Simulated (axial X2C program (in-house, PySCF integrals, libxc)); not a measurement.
OHfO⁺: properties at the nuclei

Computed with an axial X2C code built on PySCF integrals: two-component X2C with atomic mean-field Coulomb and Gaunt terms, Gaussian nuclei, basis O dyall-av3z, Hf dyall-v3z with contracted cores.

O–Hf–O held linear, with bonds 1.792 and 1.792 Å (near the PBE0 minimum at charge 1 of the determinant lowest at the starting distance; the state shown can have its own minimum elsewhere, held linear; other orders of the atoms were not compared).

Determinant lowest in the PBE0 search, Ω = 1/2 (⟨Sz⟩ = 0.49, ⟨Lz⟩ = 0.01 at PBE0), spin on the atoms O 0.28, Hf -0.07, O 0.28:

```
    level  A∥/gI O (MHz)  qzz O (a.u.)  A∥/gI Hf (MHz)  qzz Hf (a.u.)
     PBE0            273          0.87            1950         -12.95
       HF            539          1.40            4740         -12.51
BHandHLYP            326          0.99            2730         -12.61
```

Determinant 1.36 eV from it at PBE0 and this distance, Ω = 3/2 (⟨Sz⟩ = 0.50, ⟨Lz⟩ = 1.00 at PBE0), spin on the atoms O 0.32, Hf -0.13, O 0.32:

```json
{"level": "PBE0", "A∥/gI O (MHz)": "114", "qzz O (a.u.)": "-2.01", "A∥/gI Hf (MHz)": "158", "qzz Hf (a.u.)": "-24.24"}
{"level": "HF", "A∥/gI O (MHz)": "163", "qzz O (a.u.)": "-2.18", "A∥/gI Hf (MHz)": "205", "qzz Hf (a.u.)": "-23.62"}
{"level": "BHandHLYP", "A∥/gI O (MHz)": "134", "qzz O (a.u.)": "-2.13", "A∥/gI Hf (MHz)": "148", "qzz Hf (a.u.)": "-24.14"}
```

A∥ (defined per Ω) follows by multiplying with gI = μI/(I μN); qzz is the electric field gradient, eQq0 = 234.96 MHz × Q/barn × qzz. The operators were transformed with the bare-nucleus X2C matrices; with these basis sets, hyperfine constants and field gradients can be off by tens of per cent, and where levels differ in sign neither size nor sign is settled.

Problem. With gI(17O) = -0.7575, Q(17O) = -0.02558 barn, Q(177Hf) = 3.365 barn (g factors from the IAEA table of nuclear moments by Stone; Q from Pyykkö, Mol. Phys. 2018), turn the PBE0 values of the first state into constants in MHz.

Solution. A∥(17O) = 273 × -0.7575 = -207 MHz; eQq0(17O) = 234.96 × (-0.02558) × (0.87) = -5.23 MHz; eQq0(177Hf) = 234.96 × (3.365) × (-12.95) = -10200 MHz.

The molecule was held linear; bending was not examined, so a bent shape may lie lower.

Each state is one determinant with collinear spin. Unrestricted Hartree–Fock can overshoot spin polarisation at the nuclei. The search compared states at one distance, so a state with another bond length can lie lower. Where a field gradient or hyperfine factor spreads by more than a factor of two over the levels, a constant derived from it is not to be relied on. PBE0 term energies can be off by some tenths of an eV.
